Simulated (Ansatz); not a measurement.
Compare A (`CO[SiH](N)O[SiH3]`) with its isomer B (`C[SiH2]N[SiH](O)O`).

Program: Ansatz. Geometries: PBE0-D4/def2-TZVP. ΔE: electronic, gas phase. CCSD(T)/CBS adds triple-zeta CCSD(T) − MP2 to the extrapolated MP2 energy (def2 sets, frozen cores). Functionals use def2-TZVPP. B3LYP here is the variant with VWN-RPA as its local correlation; programs differ in this. Each species was taken in one conformer, which may not be the lowest.

(1) Which isomer does CCSD(T)/CBS put lower? Give the gap. (An estimate is asked.)

(2) Give E(B) − E(A) in kcal/mol with r2SCAN-D4, CCSD/def2-TZVPP, PBE-D4, B3LYP, B3LYP-D4, ωB97M-V, CCSD(T)/def2-TZVPP. (An estimate is asked.)

Largest T1 diagnostic: 0.011.

Answers

(1) The calculation gave: B, by 12.5 kcal/mol.

(2) Computed: r2SCAN-D4 -12.5, CCSD/def2-TZVPP -11.2, PBE-D4 -13.2, B3LYP -9.8, B3LYP-D4 -9.6, ωB97M-V -12.2, CCSD(T)/def2-TZVPP -11.8. None reverses the order clearly.

In def2-TZVPP, CCSD(T) changes the Hartree–Fock value by −5.9 kcal/mol (the triples alone add −0.6 kcal/mol) and MP2 by −7.5 kcal/mol.
